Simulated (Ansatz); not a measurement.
Computed with Ansatz on PBE0-D4/def2-TZVP structures; ΔE is electronic, products minus reactants. CCSD(T)/CBS is the MP2 limit (def2-TZVPP, def2-QZVPP) plus CCSD(T) − MP2 in def2-TZVPP, frozen cores. This one scheme is used for every species. DFT in def2-TZVPP. Each species was taken in one conformer, which may not be the lowest.

Consider the hydrogenolysis of the Si–F bond: `F[Si](F)(F)[SiH](Cl)Cl` + H₂ → `F[SiH](F)[SiH](Cl)Cl` + H–F.

(1) Is it downhill or uphill in electronic energy at CCSD(T)/CBS, and by how much? (An estimate is asked.)

(2) What do these levels give: BLYP-D4, r2SCANh-D4, r2SCAN0-D4, revPBE, r2SCAN, r2SCAN0? (Estimate.)

Largest T1 diagnostic among the species: 0.011.

## Answers

(1) Computed: Uphill: ΔE = +32.3 kcal/mol.

(2) The calculation gave: BLYP-D4 33.4, r2SCANh-D4 34.3, r2SCAN0-D4 33.8, revPBE 29.9, r2SCAN 34.6, r2SCAN0 33.6 kcal/mol.

From r2SCAN to r2SCAN0 (25 % exact exchange), in def2-TZVPP and without D4, ΔE moves by −1.0 kcal/mol. At CCSD(T), def2-SVP lies −3.4 kcal/mol from the extrapolated value and def2-TZVPP +0.1 kcal/mol. The D4 term adds +1.0 kcal/mol with B3LYP and +0.6 kcal/mol with PBE0; it sums over pairs of atoms, weighted by their polarisabilities, and B3LYP, whose exchange is more repulsive, gets the larger term.

B3LYP here is the variant with VWN-RPA as its local correlation; programs differ in this.
